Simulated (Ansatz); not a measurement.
Correlation energies of F$_{3}$HSTi, SMILES `[F][Ti]([F])([F])[SH]` by basis set

| atom | x (Å) | y (Å) | z (Å) |
| --- | --- | --- | --- |
| F1 | 1.802 | 0.470 | 0.203 |
| Ti2 | 0.316 | -0.431 | 0.062 |
| F3 | 0.501 | -1.853 | -0.920 |
| F4 | -0.229 | -0.815 | 1.675 |
| S5 | -1.248 | 0.841 | -0.987 |
| H6 | -1.142 | 1.788 | -0.033 |

The species carries charge 0 and has multiplicity 1. Correlated methods include outer-core shells of Ti, which these sets cover unevenly. Scalar relativity is left out up to krypton. The geometry is a stationary point of PBE0-D4/def2-TZVP. It is one conformer, not always the lowest. Frozen core, restricted reference, Ansatz 0.2.0.

```json
{"basis": "def2-SVP", "HF (Eh)": "-1544.57458", "MP2 corr.": "-1.01343"}
{"basis": "def2-TZVPP", "HF (Eh)": "-1545.22938", "MP2 corr.": "-1.36186"}
{"basis": "def2-QZVPP", "HF (Eh)": "-1545.26978", "MP2 corr.": "-1.48384"}
```

Problem. Estimate the CCSD correlation energy and the (T) correction in each basis where they were run (hartree).

Solution. 
| basis | CCSD corr. | (T) |
| --- | --- | --- |
| def2-SVP | -1.01791 | -0.03972 |
| def2-TZVPP | -1.36709 | -0.06416 |
